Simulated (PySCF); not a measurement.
## Frontier orbitals and the lowest excitations

C₅H₁₀F₂O.
Z-matrix (Å and degrees, GFN2-xTB geometry), rows numbered from 1:
```
C 
C   1  1.5291
C   2  1.5302  1  110.42
C   2  1.5397  1  109.67  3   121.71
F   4  1.3719  2  109.90  1   -58.28
O   2  1.4407  1  104.33  3  -120.58
C   6  1.3597  2  119.58  1  -177.62
F   7  1.3852  6  111.97  2    77.57
H   1  1.0864  2  109.53  3   172.58
H   1  1.0858  2  109.83  3    53.39
H   1  1.0858  2  109.98  3   -67.21
H   3  1.0878  2  111.83  1   174.54
H   3  1.0862  2  108.84  1    55.28
H   3  1.0872  2  109.87  1   -64.16
H   4  1.0940  2  110.68  1    60.30
H   4  1.0941  2  112.07  1  -176.63
H   7  1.1000  6  114.81  2   -42.63
H   7  1.0959  6  107.32  2  -166.54
```

Computed, not measured: TDDFT PBE0/def2-SVPD, vertical, gas phase, core orbitals frozen in the response (PySCF).

Kohn–Sham orbitals with the atoms that hold most of them (Löwdin shares over 4%, at most four atoms; ? is withheld):

| orbital | ε (eV) | atoms |
| --- | --- | --- |
| LUMO+2 | 1.43 | O6 12%, C4 12%, F8 11%, H16 10% |
| LUMO+1 | 1.22 | C7 15%, C1 10%, H17 9%, H18 9% |
| LUMO | 0.59 | C3 15%, C7 11%, H12 9%, C4 8% |
| HOMO | ? | ? |
| HOMO-1 | -9.01 | ? |
| HOMO-2 | -9.61 | F5 24%, C4 17%, F8 12%, H16 9% |
| HOMO-3 | -10.15 | F5 17%, F8 16%, O6 12%, C7 9% |

Q: Give the leading atoms of the HOMO-1.

A: O6 (bonded to 2 C) 29%; C2 (bonded to 3 C and O) 12%; C7 (bonded to F, O and 2 H) 10%; C1 (bonded to C and 3 H) 8%. By element: carbon 30% or more, oxygen 29%.

Q: Which atoms hold the HOMO, and with what shares?

A: O6 (bonded to 2 C) 42%; C2 (bonded to 3 C and O) 13%; C4 (bonded to C, F and 2 H) 10%; C3 (bonded to C and 3 H) 10%. By element: oxygen 42%, carbon 33% or more.

Q: What is the HOMO energy, and the HOMO–LUMO gap?

A: ε(HOMO) = -8.59 eV; the gap is 9.18 eV (0.3372 hartree).

Q: The HOMO–LUMO gap is 9.18 eV. Where does the response calculation put the lowest singlet, and from which orbitals?

A: S1 is at 8.07 eV (f = 0.033), 1.11 eV below the gap, made of HOMO→LUMO (98%). Without the coupling terms of the response equations the lowest excitation would equal the gap.

Q: One configuration dominates each of S1 and S2. Which, and how do the shares of the two leading atoms of either orbital change from the occupied to the empty one?

A: 
- S1 (8.07 eV, f 0.033), HOMO→LUMO (98%): O6 42% → at most 8%, C2 13% → at most 8%, C3 10% → 15%, C7 at most 10% → 11%
- S2 (8.49 eV, f 0.017), HOMO-1→LUMO (88%): O6 29% → at most 8%, C2 12% → at most 8%, C3 at most 8% → 15%, C7 10% → 11%

Löwdin shares depend on the basis, the more so with diffuse functions.

One conformer stands for the species.
